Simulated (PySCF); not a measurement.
Record of a relaxation.

Species: C₂H₆GeOSi.
Atom-mapped SMILES: `[CH:1]1=[CH:2][SiH2:3][GeH2:4][O:5]1` (hydrogens: H6 on C1; H7 on C2; H8, H9 on Si3; H10, H11 on Ge4)

Method: PySCF, PBE0-D3(BJ)/def2-SVP geometry optimisation, gas phase; density fitting, grid level 1; the optimiser is geomeTRIC in internal coordinates, started from a GFN2-xTB structure with every atom displaced at random (about 0.01 Å). The frame can shift and turn from step to step; on so coarse a grid that alone can change the energy by a few meV, and forces under 0.02 eV/Å are noise.

Step 0: E = -68586.6515 eV, largest atomic force 1.962 eV/Å
```
atom  x, y, z in Å  |  force x, y, z in eV/Å
C1      0.155    1.480    0.080   -1.347   1.419  -0.148
C2     -1.081    0.926   -0.031    0.864  -1.053   0.022
Si3    -1.109   -0.927   -0.123    0.844   0.491   0.550
Ge4     1.304   -0.985    0.029   -0.656   0.658   0.330
O5      1.291    0.872    0.112    1.282  -0.212   0.108
H6      0.241    2.593    0.130    0.081  -0.470   0.029
H7     -1.941    1.557   -0.056   -0.757   0.600  -0.010
H8     -1.526   -1.511   -1.383   -0.413  -0.419  -0.670
H9     -1.695   -1.621    1.042   -0.253  -0.233   0.131
H10     2.277   -1.149   -1.088    0.349  -0.391  -0.902
H11     2.122   -1.260    1.271    0.006  -0.389   0.559
```

Step 1: E = -68586.8610 eV, largest atomic force 0.520 eV/Å
```
atom  x, y, z in Å  |  force x, y, z in eV/Å
C1      0.120    1.553    0.095    0.373  -0.289   0.014
C2     -1.057    0.898   -0.033   -0.208   0.129  -0.029
Si3    -1.010   -0.957   -0.137   -0.059   0.077  -0.003
Ge4     1.350   -0.853    0.064    0.387  -0.317  -0.144
O5      1.340    0.995    0.151   -0.337   0.075  -0.018
H6      0.172    2.646    0.168   -0.003   0.072  -0.004
H7     -1.968    1.508   -0.065    0.094  -0.102   0.005
H8     -1.492   -1.559   -1.419    0.046   0.047  -0.005
H9     -1.695   -1.681    0.975    0.006  -0.001   0.064
H10     2.217   -1.227   -1.185   -0.190   0.169   0.391
H11     2.049   -1.336    1.367   -0.111   0.140  -0.270
```

Step 2: E = -68586.8761 eV, largest atomic force 0.305 eV/Å
```
atom  x, y, z in Å  |  force x, y, z in eV/Å
C1      0.119    1.533    0.088    0.253   0.162   0.051
C2     -1.071    0.901   -0.033    0.048  -0.129  -0.006
Si3    -1.017   -0.953   -0.132   -0.077   0.009  -0.038
Ge4     1.352   -0.869    0.048    0.053  -0.108  -0.008
O5      1.333    0.975    0.145   -0.283   0.072  -0.028
H6      0.182    2.628    0.159   -0.024   0.024  -0.009
H7     -1.977    1.513   -0.061    0.029  -0.021  -0.002
H8     -1.502   -1.546   -1.415    0.011   0.001  -0.008
H9     -1.693   -1.675    0.989    0.037  -0.008   0.015
H10     2.262   -1.191   -1.150   -0.051   0.000  -0.008
H11     2.041   -1.330    1.341    0.004  -0.003   0.040
```

Step 3: E = -68586.8774 eV, largest atomic force 0.272 eV/Å
```
atom  x, y, z in Å  |  force x, y, z in eV/Å
C1      0.121    1.548    0.090    0.132  -0.238  -0.006
C2     -1.060    0.896   -0.032   -0.095   0.100   0.003
Si3    -1.017   -0.956   -0.133   -0.002   0.018  -0.002
Ge4     1.348   -0.872    0.050   -0.057   0.034   0.037
O5      1.325    0.977    0.143    0.003   0.132   0.008
H6      0.179    2.644    0.157   -0.005  -0.039  -0.002
H7     -1.967    1.502   -0.061   -0.057   0.007  -0.006
H8     -1.499   -1.548   -1.418   -0.003   0.004  -0.002
H9     -1.686   -1.681    0.992    0.014   0.007  -0.004
H10     2.243   -1.194   -1.150    0.045  -0.016  -0.093
H11     2.041   -1.327    1.341    0.025  -0.009   0.067
```

Step 4: E = -68586.8796 eV, largest atomic force 0.057 eV/Å
```
atom  x, y, z in Å  |  force x, y, z in eV/Å
C1      0.121    1.541    0.091    0.051  -0.025  -0.009
C2     -1.065    0.898   -0.032    0.003   0.001   0.004
Si3    -1.016   -0.954   -0.133   -0.012   0.011   0.008
Ge4     1.351   -0.870    0.054   -0.012  -0.033   0.008
O5      1.328    0.979    0.144   -0.039   0.027   0.002
H6      0.178    2.637    0.157   -0.009   0.003   0.002
H7     -1.973    1.505   -0.062   -0.005   0.002  -0.001
H8     -1.496   -1.547   -1.419    0.004   0.000   0.000
H9     -1.683   -1.680    0.991    0.004  -0.002   0.002
H10     2.236   -1.198   -1.158    0.017   0.006  -0.012
H11     2.047   -1.324    1.348   -0.002   0.011  -0.005
```

Step 5: E = -68586.8798 eV, largest atomic force 0.031 eV/Å
```
atom  x, y, z in Å  |  force x, y, z in eV/Å
C1      0.121    1.540    0.089    0.030  -0.004   0.004
C2     -1.066    0.898   -0.032   -0.004  -0.007   0.001
Si3    -1.017   -0.954   -0.132   -0.007   0.008  -0.002
Ge4     1.351   -0.871    0.052    0.003  -0.016  -0.001
O5      1.327    0.979    0.143   -0.020   0.016  -0.002
H6      0.177    2.636    0.156   -0.004   0.003  -0.002
H7     -1.974    1.505   -0.061    0.000  -0.001  -0.001
H8     -1.497   -1.548   -1.417    0.001  -0.002   0.001
H9     -1.681   -1.681    0.994    0.004  -0.002   0.001
H10     2.242   -1.195   -1.158   -0.004   0.003   0.001
H11     2.046   -1.322    1.347    0.000   0.004   0.000
```

Step 6: E = -68586.8798 eV, largest atomic force under 0.02 eV/Å
```
atom  x, y, z in Å  |  force x, y, z in eV/Å
C1      0.120    1.540    0.088   -0.001   0.004   0.000
C2     -1.066    0.897   -0.031   -0.001  -0.004   0.002
Si3    -1.018   -0.955   -0.131    0.001   0.003  -0.001
Ge4     1.351   -0.871    0.052    0.000  -0.002  -0.002
O5      1.326    0.979    0.141    0.002   0.001  -0.001
H6      0.176    2.636    0.154   -0.001   0.000  -0.001
H7     -1.975    1.504   -0.061    0.001   0.000  -0.001
H8     -1.497   -1.549   -1.416   -0.001  -0.002   0.002
H9     -1.678   -1.682    0.996    0.001  -0.002   0.001
H10     2.241   -1.194   -1.159   -0.002   0.000   0.000
H11     2.048   -1.319    1.346    0.001   0.001   0.001
```

Q: Summarise the path.

A: The energy falls by 0.2283 eV from step 0 to step 6; nine tenths of that is first reached at step 1. It falls at every step. The largest force goes from 1.962 to under 0.02 eV/Å. Among the bonds Ge4–H10 changes most (a near tie, within 0.001 Å, with another), from 1.491 to 1.537 Å; the atoms move by 0.081 Å rms after alignment.

Q: Follow the three bonds and two angles with the largest change from start to end.

A: 
| step | E above end (eV) | largest force (eV/Å) | Ge4–H10 (Å) | Si3–H8 (Å) | Si3–Ge4 (Å) | Si3–Ge4–H10 (°) | O5–Ge4–H10 (°) |
| --- | --- | --- | --- | --- | --- | --- | --- |
| 0 | 0.2283 | 1.962 | 1.491 | 1.450 | 2.418 | 127.4 | 98.5 |
| 1 | 0.0188 | 0.520 | 1.566 | 1.497 | 2.371 | 118.2 | 106.2 |
| 2 | 0.0036 | 0.305 | 1.539 | 1.495 | 2.377 | 121.5 | 104.9 |
| 3 | 0.0024 | 0.272 | 1.531 | 1.495 | 2.374 | 121.0 | 104.9 |
| 4 | 0.0002 | 0.057 | 1.536 | 1.495 | 2.376 | 120.3 | 105.0 |
| 5 | 0.0000 | 0.031 | 1.537 | 1.495 | 2.376 | 120.6 | 104.9 |
| 6 | 0.0000 | under 0.02 | 1.537 | 1.495 | 2.377 | 120.6 | 104.8 |

What follows is the cost of the whole optimisation. The run took 42 s of wall time on one thread of an Arm Neoverse V2, no GPU (shared host), and the process peaked at 0.53 GiB of memory.
